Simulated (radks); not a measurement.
Spherical jellium clusters: N electrons in a uniform positive sphere of charge N and radius rs N^(1/3), rs = 3.46 bohr. Calculated with a radial shooting solver with Libxc functionals: non-relativistic Kohn-Sham, LDA (Slater exchange, Perdew-Wang correlation), spin-polarised, spherical densities. Levels are named by radial order and angular momentum (1s, 1p, 1d, 2s, ...), and open shells are averaged over m.

N = 8, configuration 1s2 1p6. This is the lowest configuration that the search found. Occupied and some empty levels:

| level | occupation | eigenvalue (eV) | <r> (bohr) |
|---|---|---|---|
| 1s | 2 | -5.2209 | 4.656 |
| 1p | 6 | -3.5978 | 5.770 |
| 1d | 0 | -1.7442 | 6.930 |
| 2s | 0 | -1.3676 | 7.322 |

Energy (eV): total -14.1524, kinetic 16.608, external -292.81, Hartree 142.57, exchange-correlation -31.522, background 151.00. Static polarisability (adiabatic kernel): 503.8 bohr^3, against R^3 = 331.4 for a classical metal sphere.

Electron density:

| r (bohr) | n(r) (e/bohr^3) |
|---|---|
| 0.524 | 0.004041 |
| 1.40 | 0.004821 |
| 2.27 | 0.005919 |
| 3.15 | 0.006743 |
| 4.02 | 0.006750 |
| 4.90 | 0.005744 |
| 5.77 | 0.004053 |
| 6.65 | 0.002350 |
| 7.52 | 0.001150 |
| 8.40 | 0.0005047 |
| 9.27 | 0.0002069 |
| 10.2 | 0.00008104 |
| 11.0 | 0.00003104 |
